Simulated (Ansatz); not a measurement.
`[SH][GaH][Cl]` + H₂ → `[Cl][GaH2]` + H₂S at 700 K and 1 bar (hydrogenolysis of a Ga–S bond).

Gas-phase electronic energies from Ansatz, PBE0-D4/def2-TZVP geometries. CBS: MP2 limit from def2 TZ/QZ plus the TZ coupled-cluster correction, frozen cores. This one scheme is used for every species. For Ga outer-core shells are correlated without core-valence functions, which leaves a few kJ/mol of doubt a bond. Scalar relativity is left out up to krypton. Each species was taken in one conformer, which may not be the lowest.

| species | CCSD(T)/CBS energy (Eh) | H − E (kJ/mol) | S (J/(mol·K)) |
| --- | --- | --- | --- |
| `[SH][GaH][Cl]` | -2782.78263 | 96.0 | 385.1 |
| H₂ | -1.17544 | 46.8 | 155.3 |
| `[Cl][GaH2]` | -2384.95520 | 74.2 | 315.7 |
| H₂S | -398.97279 | 64.8 | 236.9 |

H − E and S are ideal-gas, rigid-rotor, harmonic terms from PBE0-D4/def2-TZVP, for one conformer and one mirror image of each species. The MP2-based limit puts H₂ 0.8 mEh under its directly extrapolated value; such offsets cancel only in part. 1 Eh = 2625.50 kJ/mol, R = 8.31446 J/(mol·K).

Q: By hand: ΔE, ΔH, ΔS and ΔG.

A: ΔE = (-2384.95520) + (-398.97279) − (-2782.78263) − (-1.17544) = 0.03008 Eh = 79.0 kJ/mol. Δ(H − E) = 74.2 + 64.8 − 96.0 − 46.8 = -3.8, so ΔH = 75.2 kJ/mol. ΔS = 315.7 + 236.9 − 385.1 − 155.3 = 12.2 J/(mol·K). ΔG = 75.2 − 700 × (12.2)/1000 = 66.7 kJ/mol.

Q: By hand: the equilibrium constant, and the temperature at which ΔG would vanish if ΔH and ΔS stayed fixed.

A: log₁₀ K = −ΔG/(RT ln 10) = -5.0. ΔG = 0 at ΔH/ΔS = 6164 K, far beyond where these terms or the molecules hold.

The number of gas molecules stays the same, so ΔS is small and ΔH decides. A doubt of 5 kJ/mol in ΔE shifts log₁₀ K by 0.4 here. Other conformers and mirror images would add mixing entropy, several J/(mol·K) or more a flexible species. These are equilibria of isolated gas molecules and say nothing of rates. Largest T1 diagnostic: 0.012 (customary marks: 0.02 for closed shells, 0.045 for open ones).
